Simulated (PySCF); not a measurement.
## Dipole response of B+ (boron, charge +1)

[He] 2s2, closed-shell 1S. Calculation: PySCF 2.14, in aug-cc-pVQZ (6s5p4d3f2g, 80 functions); the non-relativistic Hamiltonian (point nucleus). Coupled (time-dependent) response in atomic units; α is the mean over directions.

```csv
method,mean α (bohr³),C₆ (like pair),S(−4)
UHF,11.37,31.67,114.6
PBE,10.65,28.88,99.91
PBE0,10.78,29.36,102.4
B3LYP,10.84,29.39,105.7
wB97X-V,10.93,30.10,104.2
```

S(−4) is the Cauchy moment in α(ω) = α(0) + S(−4) ω² + …

α(iu) at PBE:

| u (hartree) | α(iu) (bohr³) |
| --- | --- |
| 0 | 10.65 |
| 0.0500 | 10.41 |
| 0.100 | 9.743 |
| 0.200 | 7.785 |
| 0.300 | 5.879 |
| 0.500 | 3.388 |
| 0.750 | 1.932 |
| 1.00 | 1.244 |
| 1.50 | 0.6464 |
| 2.00 | 0.4006 |
| 3.00 | 0.2031 |
| 5.00 | 0.08706 |

A single London oscillator, α(iu) = α/(1 + u²/ω²), gives C₆ = (3/4) ω α². Matching the computed C₆ needs ω = 4 × 28.88 / (3 × 10.65²) = 0.339 hartree.

For an ion, C₆ is the dispersion term alone; charge-induced terms of lower order in 1/R come first.
